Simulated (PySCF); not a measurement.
An unknown is described by computed data only.

Formula: C4H5F3.

| Property | Result |
| --- | --- |
| 13C NMR | chemical shifts (computed TMS as zero) by class: 112.8 (1 C), 75.8 (1 C), 23.5 (1 C), 17.0 (1 C) ppm [GIAO PBE0/pcSseg-1] |
| 1H NMR | chemical shifts (computed TMS as zero) by class: 1.60 (3 H), 1.49 (1 H), 1.01 (1 H) ppm [GIAO PBE0/pcSseg-1] |
| NMR, other nuclei | isotropic shieldings of nuclei other than C and H, by class: 331 (1 F), 336 (1 F), 384 (1 F) ppm [GIAO PBE0/pcSseg-1] |
| Rotational structure | rotational constants A, B, C: 3.670, 2.545, 1.965 GHz [PBE0-D3(BJ)/def2-SVP] |
| Couplings | largest of the computed one-bond spin–spin couplings (means over like bonds): 19F–13C -364.4, 19F–13C -360.1, 19F–13C -296.3, 13C–1H +170.0, 13C–1H +168.6, 13C–1H +135.9 (×3), 13C–13C +52.6, 13C–13C +30.6 Hz [B3LYP/pcJ-1, spin–dipole term left out for some pairs] |
| Dipole | 2.36 D [PBE0/pcSseg-1] |

Gas-phase values; electronic properties from PySCF, density fitting. Levels stand in brackets. Isolated species at its PBE0-D3(BJ)/def2-SVP geometry, gas phase. NMR classes are plain means over equivalent atoms (diastereotopic ones count apart unless rotation or inversion swaps them), as if these changed places fast.

Problem. What is the compound? Reason from the data.

Solution. Numbering: `[CH3:1][C@:2]1([F:3])[CH2:4][C:5]1([F:6])[F:7]`. Its formula, C4H5F3, gives 1 degree of unsaturation: 1 ring and 0 π bonds in the structure found. 4 carbons fall into 4 classes; from least to most shielded: CF2 carbon [C5] (112.8 ppm), sp3 C–F carbon [C2] (75.8 ppm), three-membered-ring carbon [C4] (23.5 ppm), methyl carbon [C1] (17.0 ppm). Hydrogen classes from least to most shielded: 3 H on a methyl carbon, C1 (1.60 ppm, a mean of values up to 0.9 ppm apart in this geometry), 1 H on a three-membered-ring carbon, C4 (1.49 ppm), 1 H on a three-membered-ring carbon, C4 (1.01 ppm). The other shieldings belong to: 331 ppm, fluorine of a CF2 group [F7]; 336 ppm, fluorine of a CF2 group [F6]; 384 ppm, alkyl fluorine [F3]. The couplings run between: -364.4 Hz, fluorine of a CF2 group [F6] and CF2 carbon [C5]; -360.1 Hz, fluorine of a CF2 group [F7] and CF2 carbon [C5]; -296.3 Hz, alkyl fluorine [F3] and sp3 C–F carbon [C2]; +170.0 Hz, three-membered-ring carbon [C4] and its hydrogen; +168.6 Hz, three-membered-ring carbon [C4] and its hydrogen; +135.9 Hz, methyl carbon [C1] and its hydrogen (with 2 like pairs); +52.6 Hz, methyl carbon [C1] and sp3 C–F carbon [C2]; +30.6 Hz, sp3 C–F carbon [C2] and CF2 carbon [C5]. The optimised geometry has point group C1 and is an asymmetric top. Structure: 1,1,2-trifluoro-2-methylcyclopropane, `C[C@]1(F)CC1(F)F`. The assignments are read from this structure; whether some other isomer fits the data as well wasn't checked. The mirror image fits equally.
